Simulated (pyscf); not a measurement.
## HO–Sn(OH)(OH)–Cl (SMILES [OH][Sn]([OH])([OH])[Cl]), singlet

Gas-phase minimum from PySCF at ωB97X-D3(BJ)/def2-SVP, one conformer. 

```
Sn
O 1 1.9529
H 2 0.9660 1 112.57
O 1 1.9534 2 109.23 3 59.64
H 4 0.9659 1 112.60 2 179.56
O 1 1.9534 2 109.61 3 179.56
H 6 0.9660 1 112.53 2 67.98
Cl 1 2.3264 2 109.53 3 -60.53
```
Charge 0, spin multiplicity 1.

Properties at ωB97X-D3(BJ)/def2-SVP:

| Property | Value |
|---|---|
| Harmonic wavenumbers, unscaled | 27, 47, 136, 161, 164, 184, 190, 207, 399, 650, 678, 679, 860, 865, 866, 3891, 3891, 3893 cm⁻¹ |
| Zero-point energy | 25.4 kcal/mol |
| Rotational symmetry number | 1 |
| Entropy of this conformer at 298 K and 1 atm, rigid rotor and harmonic oscillator, modes under 100 cm⁻¹ raised to 100 | 392.4 J/(mol K) |
| Dipole moment | 0.82 D |

Single-point totals, which compare only within one level:

```tsv
level	total energy (hartree)
ωB97X-D3(BJ)/def2-TZVP	-902.31966
PBE/def2-TZVP	-901.77541
r²SCAN/def2-TZVP	-902.14472
B3LYP-D3(BJ)/def2-TZVP	-902.29634
PBE0-D3(BJ)/def2-TZVP	-901.81811
M06-2X/def2-TZVP	-902.04388
ωB97M-D3(BJ)/def2-TZVP	-902.33423
```

The lowest mode is so soft that the shape along it may change with the basis. Soft torsions are taken as harmonic, which can shift the entropy by several J/(mol K). Elements past Kr carry the def2 core potentials, without spin-orbit coupling.
